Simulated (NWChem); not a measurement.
System meant: SbBrF2; SMILES [F][Sb]([F])[Br]

Input file for NWChem:

```
start job
memory heap 200 mb stack 900 mb global 1100 mb
geometry units angstroms noautoz
  Sb     0.000040     0.741617     0.274408
  F     -1.414300     1.116359    -0.974423
  F      1.407677     1.118232    -0.981401
  Br     0.001075    -1.748878     0.015353
end
basis spherical
  * library def2-svp
end
dft
  xc b3lyp
  iterations 150
  mulliken
end
task dft energy
```

End of the output:

```
             Grid Information
             ----------------
          Grid used for XC integration:  medium
          Radial quadrature: Mura-Knowles
          Angular quadrature: Lebedev.
          Tag              B.-S. Rad. Rad. Pts. Rad. Cut. Ang. Pts.
          ---              ---------- --------- --------- ---------
          Sb                  1.45      123           8.0       590
          F                   0.50       49           9.0       434
          Br                  1.15      112           9.0       590
          Grid pruning is: on
          Number of quadrature shells:   284
          Spatial weights used:  Erf1

          Convergence Information
          -----------------------
          Convergence aids based upon iterative change in
          total energy or number of iterations.
          Levelshifting, if invoked, occurs when the
          HOMO/LUMO gap drops below (HL_TOL):  1.00D-02
          DIIS, if invoked, will attempt to extrapolate
          using up to (NFOCK): 10 stored Fock matrices.

                    Damping( 0%)  Levelshifting(0.5)       DIIS
                  --------------- ------------------- ---------------
          dE  on:    start            ASAP                start
          dE off:    2 iters        150 iters           150 iters

      Screening Tolerance Information
      -------------------------------
          Density screening/tol_rho:  1.00D-10
          AO Gaussian exp screening on grid/accAOfunc:  14
          CD Gaussian exp screening on grid/accCDfunc:  20
          XC Gaussian exp screening on grid/accXCfunc:  20
          Schwarz screening/accCoul:  1.00D-08

      Superposition of Atomic Density Guess
      -------------------------------------

      charge =      51.0 Sb (Antinomy)

      symmetry species            s     p     d     f
      number of basis functions =10     7     6
      number of cont. functions = 4     4     2
      number of closed shells   = 5     3     2
      number of open shells     = 0     1     0
      open shell occupation     = 0     3     0
 ------------------------------------------------------------------------
 atomscf:atomd: error in atom scf                   0
 ------------------------------------------------------------------------
 ------------------------------------------------------------------------
  current input line :
    17: task dft energy
 ------------------------------------------------------------------------
 ------------------------------------------------------------------------
 This error has not yet been assigned to a category
 ------------------------------------------------------------------------
 For more information see the NWChem manual at https://nwchemgit.github.io

0:atomscf:atomd: error in atom scf:Received an Error in Communication
```

Question: Can this run be used? If not, why, and what is the fix?

Answer: The run crashed. Cause: the def2 basis of a heavy element holds valence functions alone and wants its effective core potential (without it all electrons must fit into that basis). This input runs:
```
start job
memory heap 200 mb stack 900 mb global 1100 mb
geometry units angstroms noautoz
  Sb     0.000040     0.741617     0.274408
  F     -1.414300     1.116359    -0.974423
  F      1.407677     1.118232    -0.981401
  Br     0.001075    -1.748878     0.015353
end
basis spherical
  Sb library def2-svp
  F library def2-svp
  Br library def2-svp
end
ecp
  Sb library def2-ecp
end
dft
  xc b3lyp
  iterations 150
  mulliken
end
task dft energy
```
It converges to -3013.81422 Ha (B3LYP/def2-SVP with def2 effective core potentials on Sb).
